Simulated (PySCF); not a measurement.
RuH5 at several levels of theory

All levels use the PBE0 minimum (doublet; H–H 0.907 Å (×2), Ru–H 1.553 Å, Ru–H 1.667 Å, Ru–H 1.685 Å (×2), Ru–H 1.714 Å; H–H–Ru 71.6°, H–H–Ru 74.4° (×2), H–H–Ru 77.3°, H–Ru–H 31.2° (×2), H–Ru–H 69.4°, H–Ru–H 86.3° (×2), H–Ru–H 100.5°, H–Ru–H 151.3° (×2), H–Ru–H 163.1° (×2)), basis [Ru def2-TZVP with ECP28, H def2-TZVP], scalar-relativistic core potentials, density fitting, no spin–orbit coupling, PySCF. For vertical energies the ionised species is a triplet (spins chosen at PBE0 and kept) and the electron-attached one a singlet. Atomisation goes to high-spin ground-configuration atoms, without zero-point energy. Open shells are unrestricted, also as the reference of the correlated levels. A dash marks a value that was not computed or is not defined at that level.

Coordinates in bohr (charge 0 multiplicity 2):
```
Ru   -0.0354   -0.0073    0.0000
H    -0.0006   -3.2457    0.0000
H     2.8437    0.5577    0.0000
H    -0.4241    3.0356    0.8569
H    -0.4241    3.0356   -0.8569
H     1.6210   -2.6873    0.0000
```

| level | atomisation (kJ/mol) | vertical IP (eV) | vertical EA (eV) | −ε(HOMO) (eV) | dipole (D) |
| --- | --- | --- | --- | --- | --- |
| CCSD(T) | ? | ? | ? | – | – |
| HF | 724 | 6.18 | -1.66 | 9.22 | 2.45 |
| MP2 | 1270 | 7.69 | 0.78 | – | – |
| PBE0 | ? | ? | ? | ? | ? |
| PBE | 1379 | 8.02 | 0.52 | 4.17 | 1.26 |
| B3LYP | 1348 | 7.98 | 0.36 | 5.40 | 1.46 |
| r2SCAN | 1372 | 7.85 | 0.25 | 4.36 | 1.40 |
| wB97X | 1364 | 7.83 | 0.19 | 8.05 | 1.72 |

(1) Fill in the row of CCSD(T).

(2) Fill in the row of PBE0.

Results:

(1) atomisation (kJ/mol) 1281, vertical IP (eV) 7.44, vertical EA (eV) 0.23.

(2) atomisation (kJ/mol) 1312, vertical IP (eV) 7.81, vertical EA (eV) 0.16, −ε(HOMO) (eV) 5.59, dipole (D) 1.52.

For RuH₅ itself CCSD(T) correlates 21 electrons; T1 = 0.028, D1 = 0.106, (T) = -53 kJ/mol.

Without diffuse functions attachment energies tend to come out too low.

Open d and f shells are described by one determinant, and the ground state may have another occupation or spin.
